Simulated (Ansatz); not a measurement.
One change: `[SiH3]BOC[SiH3]` becomes `[AlH2][O]C[SiH3]`.

Ansatz, PBE0-D4/def2-TZVP geometries, multiplicity 1. Each molecule was computed in one conformer, which needn't be the lowest.

| property | `[SiH3]BOC[SiH3]` |
| --- | --- |
| HOMO–LUMO gap (PBE0/def2-TZVPP) / eV | 6.71 |
| LUMO energy (B3LYP/def2-TZVPP) / eV | -1.26 |
| HOMO energy (PBE0/def2-TZVPP) / eV | -7.78 |
| HOMO energy (ωB97M-V/def2-TZVPP) / eV | -9.95 |
| size of the dipole moment (B3LYP/def2-TZVPP) / D | 1.82 |
| size of the dipole moment (PBE/def2-TZVPP) / D | 1.81 |

Problem. Give the same properties after the change, and the shifts. (Best estimate.)

Solution. Computed: 
```json
{"property": "HOMO–LUMO gap (PBE0/def2-TZVPP) / eV", "`[AlH2][O]C[SiH3]`": "6.60", "shift": "-0.11"}
{"property": "LUMO energy (B3LYP/def2-TZVPP) / eV", "`[AlH2][O]C[SiH3]`": "-1.29", "shift": "-0.03"}
{"property": "HOMO energy (PBE0/def2-TZVPP) / eV", "`[AlH2][O]C[SiH3]`": "-7.67", "shift": "0.11"}
{"property": "HOMO energy (ωB97M-V/def2-TZVPP) / eV", "`[AlH2][O]C[SiH3]`": "-9.98", "shift": "-0.03"}
{"property": "size of the dipole moment (B3LYP/def2-TZVPP) / D", "`[AlH2][O]C[SiH3]`": "0.94", "shift": "-0.88"}
{"property": "size of the dipole moment (PBE/def2-TZVPP) / D", "`[AlH2][O]C[SiH3]`": "0.92", "shift": "-0.89"}
```

Dipoles are sizes alone; their direction can turn.

B3LYP here is the variant with VWN-RPA as its local correlation; programs differ in this.
